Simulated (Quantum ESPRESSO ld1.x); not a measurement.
The table gives one normalised radial function P(r) = r R(r) (large component) of Kr3+ in [Ar] 3d10 4s2 4p3 (r in bohr). All-electron calculation, Dirac Kohn-Sham, LDA (Slater exchange, VWN5 correlation), spin-unpolarised, spherical densities, point nucleus; open shells are shared between the two j in proportion to 2j + 1. Program: ld1.x of Quantum ESPRESSO 7.5.

| r | P |
|---|---|
| 0.003255 | 0.0030 |
| 0.004342 | 0.0047 |
| 0.005744 | 0.0075 |
| 0.007601 | 0.0119 |
| 0.01014 | 0.0192 |
| 0.01341 | 0.0304 |
| 0.01789 | 0.0481 |
| 0.02367 | 0.0737 |
| 0.03132 | 0.1094 |
| 0.04177 | 0.1570 |
| 0.05527 | 0.2092 |
| 0.07372 | 0.2555 |
| 0.09754 | 0.2686 |
| 0.1291 | 0.2179 |
| 0.1721 | 0.0736 |
| 0.2277 | -0.1419 |
| 0.3038 | -0.3578 |
| 0.4019 | -0.4318 |
| 0.5318 | -0.2723 |
| 0.7093 | 0.1153 |
| 0.9385 | 0.5527 |
| 1.252 | 0.8436 |
| 1.656 | 0.8371 |
| 2.191 | 0.5889 |
| 2.923 | 0.2772 |
| 3.867 | 0.0837 |
| 5.158 | 0.0133 |
| 6.824 | 0.0011 |
| 9.029 | 0.0000 |

Which n and l does it have? It may be an empty orbital.

Answer. n = 4, l = 1: the number of nodes gives n - l - 1 = 2, the rise at small r points to l (for j = l - 1/2 the large component starts as r^gamma with gamma = sqrt(l^2 - (Z/c)^2) = 0.96 and the r^(l+1) term takes over further out; the orbital of l - 1 with the same j starts with the same power, but with a larger coefficient, and does not steepen), and the extent must fit the shell. The curve is that of 4p1/2; the two j differ most near the nucleus, where j = l - 1/2 has the larger amplitude, and in heavy atoms j = l - 1/2 is also the more compact. 4p1/2: eigenvalue -44.166 eV, 2 radial nodes at r = 0.191, 0.658 bohr, <r> = 1.64 bohr, 90 % of the charge inside 2.43 bohr.
